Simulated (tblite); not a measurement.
Isomers of C8H7F3. Method: GFN2-xTB as coded in tblite; computed harmonic values from a numerical Hessian at the method's own geometry, unscaled. The method is semi-empirical: single wavenumbers can be off by several per cent or more. One conformer each.

Electronic energies: GFN2-xTB at the same geometries; isomer energies are rough at this level and their order can be wrong.

```csv
SMILES,"electronic energy, lowest = 0 (kJ/mol)"
FC(F)(F)CC=C1C=CC=C1,108.4
FCc1ccc(C(F)F)cc1,0.0
C=C1C=C/C1=C(/C)C(F)(F)F,216.5
```

Question: How do GFN2-xTB zero-point energies change the relative energies?

Answer: 
```json
{"SMILES": "FCc1ccc(C(F)F)cc1", "ZPE (kJ/mol)": "337.5", "of it from modes above 1550 cm⁻¹": "145.2", "electronic (kJ/mol)": "0.0", "with ZPE, lowest = 0 (kJ/mol)": "0.0", "lowest mode (cm⁻¹)": "7", "rings": "1"}
{"SMILES": "FC(F)(F)CC=C1C=CC=C1", "ZPE (kJ/mol)": "333.8", "of it from modes above 1550 cm⁻¹": "149.1", "electronic (kJ/mol)": "108.4", "with ZPE, lowest = 0 (kJ/mol)": "104.8", "lowest mode (cm⁻¹)": "17", "rings": "1"}
{"SMILES": "C=C1C=C/C1=C(/C)C(F)(F)F", "ZPE (kJ/mol)": "328.6", "of it from modes above 1550 cm⁻¹": "150.7", "electronic (kJ/mol)": "216.5", "with ZPE, lowest = 0 (kJ/mol)": "207.6", "lowest mode (cm⁻¹)": "7", "rings": "1"}
```

The zero-point energies span 8.9 kJ/mol, from `C=C1C=C/C1=C(/C)C(F)(F)F` to `FCc1ccc(C(F)F)cc1`. The order is unchanged.
